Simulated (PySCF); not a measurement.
Input for PySCF: R-HF/STO-3G on C3H4 (SMILES C=C=C).

```python
from pyscf import gto, scf, dft, mp
from pyscf.data.elements import chemcore

mol = gto.M(
    atom='''
    C     1.43536403   -0.04551072    3.65489540
    C     0.14532158    0.03172258    3.51161052
    C    -1.14357825    0.10888064    3.36228934
    H     1.93383818   -1.00218538    3.76114452
    H     2.05390478    0.84445863    3.67356263
    H    -1.59495716    0.09190936    2.37717264
    H    -1.80555804    0.19265287    4.21639736
    ''',
    basis='sto-3g',
    charge=0, spin=0, verbose=3, max_memory=1800)
mf = scf.RHF(mol)
mf.conv_tol = 1e-8
mf.max_cycle = 100
mf.kernel()
if not mf.converged:
    mf = mf.newton().run(mf.mo_coeff, mf.mo_occ)
```

### Question
Predict the final total energy.

### Answer
-114.4211 hartree.
